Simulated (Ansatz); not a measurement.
Start from `NCF` and change one atom or group to get `F[CH2][SnH3]`.

Ansatz, PBE0-D4/def2-TZVP geometries, multiplicity 1. Each molecule was computed in one conformer, which needn't be the lowest.

Elements past krypton have def2 core potentials.

```csv
property,`NCF`
HOMO–LUMO gap (PBE0/def2-TZVPP) / eV,9.13
size of the dipole moment (ωB97M-V/def2-TZVPP) / D,1.16
LUMO energy (ωB97M-V/def2-TZVPP) / eV,2.54
HOMO energy (PBE0/def2-TZVPP) / eV,-7.96
HOMO–LUMO gap (PBE/def2-TZVPP) / eV,6.73
HOMO energy (PBE/def2-TZVPP) / eV,-6.40
```

(1) Give the same properties after the change, and the shifts. (Estimate.)

Answers

(1) Computed: 
```json
{"property": "HOMO–LUMO gap (PBE0/def2-TZVPP) / eV", "`F[CH2][SnH3]`": "8.16", "shift": "-0.97"}
{"property": "size of the dipole moment (ωB97M-V/def2-TZVPP) / D", "`F[CH2][SnH3]`": "1.51", "shift": "0.35"}
{"property": "LUMO energy (ωB97M-V/def2-TZVPP) / eV", "`F[CH2][SnH3]`": "1.40", "shift": "-1.14"}
{"property": "HOMO energy (PBE0/def2-TZVPP) / eV", "`F[CH2][SnH3]`": "-8.05", "shift": "-0.09"}
{"property": "HOMO–LUMO gap (PBE/def2-TZVPP) / eV", "`F[CH2][SnH3]`": "6.09", "shift": "-0.64"}
{"property": "HOMO energy (PBE/def2-TZVPP) / eV", "`F[CH2][SnH3]`": "-6.71", "shift": "-0.31"}
```

With PBE0 the HOMO falls by 0.09 eV and the LUMO falls by 1.05 eV, so the gap narrows by about 0.96 eV. PBE moves the HOMO by -0.31 eV and ωB97M-V by 0.14 eV. The zero-point energy changes by -22.7 kJ/mol with +3 modes. Dipoles are sizes alone; their direction can turn.
